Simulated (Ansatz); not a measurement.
Consider the formal exchange of groups at the Se–Si bond: `O[SiH](F)[SeH]` + `CBF` → `CB(F)[SeH]` + `O[SiH2]F`.

Computed with Ansatz on PBE0-D4/def2-TZVP structures; ΔE is electronic, products minus reactants. CCSD(T)/CBS is the MP2 limit (def2-TZVPP, def2-QZVPP) plus CCSD(T) − MP2 in def2-TZVPP, frozen cores. This one scheme is used for every species. Functionals use def2-TZVPP. B3LYP here is the variant with VWN-RPA as its local correlation; programs differ in this. HSE06 is defined as in plane-wave codes. For Se outer-core shells are correlated without core-valence functions, which leaves a few kJ/mol of doubt a bond. Scalar relativity is left out up to krypton. One conformer a species, not always the lowest.

`O[SiH](F)[SeH]`:

Cartesian coordinates in Å:
```
O -0.284 -1.315 -0.619
Si -0.241 -0.144 0.508
F 0.494 -0.632 1.834
Se 0.985 1.650 -0.137
H 0.532 -1.530 -1.076
H -1.645 0.153 0.831
H 0.159 1.818 -1.341
```

`CBF`:

Z-matrix (Å, degrees):
```
C
B 1 1.553
H 1 1.096 2 109.6
H 1 1.091 2 114.0 3 122.5
H 1 1.096 2 109.7 3 -114.9
F 2 1.327 1 120.6 3 -122.2
H 2 1.202 1 123.5 3 57.8
```

`CB(F)[SeH]`:

Cartesian coordinates in Å:
```
C 0.216 -0.549 -0.722
B -0.550 0.548 0.075
F -1.548 1.202 -0.512
Se -0.196 1.097 1.912
H 0.657 -0.101 -1.620
H 1.005 -1.048 -0.163
H -0.494 -1.304 -1.076
H 0.911 0.155 2.106
```

`O[SiH2]F`:

Cartesian coordinates in Å:
```
O -0.088 1.237 -0.286
Si 0.201 -0.339 0.013
F -0.837 -1.267 -0.767
H -0.864 1.649 0.096
H 1.551 -0.619 -0.507
H 0.037 -0.661 1.450
```

```
             level  ΔE (kJ/mol)  difference from CCSD(T)/CBS
            PBE-D4         -1.1                          0.1
         r2SCAN-D4         -1.5                         -0.3
            B97M-V         -3.4                         -2.2
          B3LYP-D4          0.2                          1.4
      CAM-B3LYP-D4         -0.3                          0.9
              PBE0         -0.4                          0.8
             B3LYP         -1.0                          0.2
           r2SCANh         -1.0                          0.2
             HSE06         -0.4                          0.8
         CAM-B3LYP         -0.9                          0.3
       HF/def2-SVP         -5.0                         -3.8
  CCSD(T)/def2-SVP        -13.3                        -12.1
    MP2/def2-TZVPP         -5.2                         -4.0
SCS-MP2/def2-TZVPP         -5.0                         -3.8
   CCSD/def2-TZVPP         -4.5                         -3.3
CCSD(T)/def2-TZVPP         -5.7                         -4.5
       CCSD(T)/CBS         -1.2                            0
```

Largest T1 diagnostic among the species: 0.012.

At CCSD(T), def2-SVP lies −12.0 kJ/mol from the extrapolated value and def2-TZVPP −4.4 kJ/mol. Leaving LDA and LC-ωPBE aside and taking each functional with its dispersion term where it has one, the values, not all of them listed here, spread over 5.7 kJ/mol, from B97M-V to BHLYP-D4. In def2-TZVPP, CCSD(T) changes the Hartree–Fock value by −7.5 kJ/mol (the triples alone add −1.1 kJ/mol) and MP2 by −7.0 kJ/mol.
